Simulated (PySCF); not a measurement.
Radial density of Re⁻ (rhenium, charge -1)

UHF, [Xe] 4f14 5d6 6s2, high-spin 5D determinant. Computed with PySCF 2.14 in def2-QZVPPD with the def2 core potential (60 electrons), with scalar relativity through the core potential. This is the valence pseudo-density: the core potential removes the inner electrons and smooths the orbitals near the nucleus.

```json
{"r (bohr)": "0.156", "4πr²ρ (e/bohr)": "1.485e-05", "4πr²(ρα − ρβ)": "0.0000"}
{"r (bohr)": "0.262", "4πr²ρ (e/bohr)": "0.0008075", "4πr²(ρα − ρβ)": "0.0003"}
{"r (bohr)": "0.440", "4πr²ρ (e/bohr)": "0.1479", "4πr²(ρα − ρβ)": "0.0130"}
{"r (bohr)": "0.740", "4πr²ρ (e/bohr)": "6.157", "4πr²(ρα − ρβ)": "0.4416"}
{"r (bohr)": "1.24", "4πr²ρ (e/bohr)": "10.91", "4πr²(ρα − ρβ)": "2.2549"}
{"r (bohr)": "2.09", "4πr²ρ (e/bohr)": "3.608", "4πr²(ρα − ρβ)": "1.8170"}
{"r (bohr)": "3.52", "4πr²ρ (e/bohr)": "1.013", "4πr²(ρα − ρβ)": "0.3572"}
{"r (bohr)": "5.92", "4πr²ρ (e/bohr)": "0.2317", "4πr²(ρα − ρβ)": "-0.0767"}
{"r (bohr)": "9.96", "4πr²ρ (e/bohr)": "0.007177", "4πr²(ρα − ρβ)": "-0.0047"}
```

Energies and moments cover only the electrons outside the core potential. Spin-orbit coupling, absent here, splits the open shell strongly. ⟨S²⟩ = 6.11 against 6.00 shows spin contamination. At UHF the highest occupied level has a positive energy, so only the finite basis holds that electron.

(1) Where is the radial spin density 4πr²(ρα − ρβ) most negative, and why is it negative at all?

Results:

(1) Around r = 5.92 bohr, down to -0.0767 e/bohr: exchange with the open shell polarises the paired shells in an unrestricted calculation.
